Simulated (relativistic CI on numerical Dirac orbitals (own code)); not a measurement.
Slater and spin-orbit integrals, K14+

Calculated at this level of theory: Dirac-Coulomb-Breit CI, orbitals from a KLI potential per configuration, a model potential for QED, unscaled Slater integrals (own radial code, finite nucleus).

Slater integrals F^k, G^k are unscaled and averaged over j, outside the closed core 1s2; ζ comes from projecting the Hamiltonian with its Breit term on Σ l·s of the shell.

- 2s²2p: ζ(2p) = 19778 cm⁻¹; <r>(2p) = 0.3006, <r^2>(2p) = 0.1093 (bohr units).
- 2s2p²: F^2(2p,2p) = 316630, G^1(2s,2p) = 345040, ζ(2p) = 19500 cm⁻¹; <r>(2s) = 0.3473, <r^2>(2s) = 0.1412, <r>(2p) = 0.3014, <r^2>(2p) = 0.1099 (bohr units).
- 2p³: F^2(2p,2p) = 315020, ζ(2p) = 19238 cm⁻¹; <r>(2p) = 0.3028, <r^2>(2p) = 0.111 (bohr units).

Averages of the first 10 configurations, taken without configuration mixing, which lowers the lowest level and can move excited configurations by several eV; other configurations of the list can lie among them:

```
Configuration  Parity  States  Average energy above the lowest level (eV)
        2s²2p     odd       6                                         6.2
        2s2p²    even      30                                        51.5
          2p³     odd      20                                       110.4
        2p²3s    even      30                                       575.0
        2p²3p     odd      90                                       589.2
        2p²3d    even     150                                       602.3
        2s²3s    even       2                                       489.0
        2s²3p     odd       6                                       505.2
        2s²3d    even      10                                       518.5
       2s2p3s     odd      24                                       525.0
```
